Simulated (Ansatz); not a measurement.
```yaml
crystal:
  periodic: [false, false, false]
  atoms:
    - {symbol: Mg, position_ang: [-1.067809, 0.014072, 1.496292]}
    - {symbol: H, position_ang: [-2.029772, -0.017298, 2.770710]}
    - {symbol: Br, position_ang: [0.666059, -1.631137, 0.278875]}
    - {symbol: Mg, position_ang: [0.966078, 0.238226, -1.451076]}
    - {symbol: H, position_ang: [2.075615, 0.036461, -2.619132]}
    - {symbol: Br, position_ang: [-0.463060, 1.655994, -0.417939]}
basis:
  gaussian: {orbitals: def2-mTZVP, fitting: {mean_field: def2-universal-jkfit}}
magnetization: {spin_polarized: true, initial_magnetization: 0}
hamiltonian: {xc: {name: SPW92}}
scf: {omitted_lower_state_checks: [starts]}
output: {forces: true}
```

```sh
$ ansatz run in.yaml --threads 4 --pin off --events-out ev --progress --plain --max-ram 3916MiB
```

Output, abridged:

```
Functional definition: SPW92
792 factors; integrals over basis functions are off by at most 8.7e-1 eV
mean field evaluation 1: about -150769.1102 eV, gradient 2.0e1 eV
mean field evaluation 2: about -150769.1799 eV, gradient 1.8e1 eV
mean field evaluation 4: about -150771.6192 eV, gradient 8.1e-1 eV
mean field evaluation 8: about -150771.6213 eV, gradient 1.2e-2 eV
mean field -150771.62132434 eV, -5540.7548869939 hartree, gradient 2.5e-5 eV, S^2 0.000000; 0 other end points of the search recorded, 0 dependent functions left out
reference -150771.62137416 eV, -5540.7548888249 hartree; 48, 48 occupied and 58, 58 virtual orbitals, 792 factors
Total energy: -150771.62137416 eV, -5540.7548888249 hartree
Atom 0 at    -1.067809     0.014072     1.496292 Å, force     1.241762    -0.406184    -1.373271 eV/Å
Atom 1 at    -2.029772    -0.017298     2.770710 Å, force    -0.694242     0.028410     0.894460 eV/Å
Atom 2 at     0.666059    -1.631137     0.278875 Å, force    -0.418746     0.239252     0.354527 eV/Å
Atom 3 at     0.966078     0.238226    -1.451076 Å, force     0.844604    -1.486458    -0.128446 eV/Å
Atom 4 at     2.075615     0.036461    -2.619132 Å, force     0.536330     0.033990    -0.719855 eV/Å
Atom 5 at    -0.463060     1.655994    -0.417939 Å, force    -1.509708     1.590989     0.972585 eV/Å
Dipole moment:    -0.302836     0.291406     0.120958 e Å
Checks for a lower state left out: starts
```

It took 0.95 s on 4 threads of Arm Neoverse V2 on a shared host.
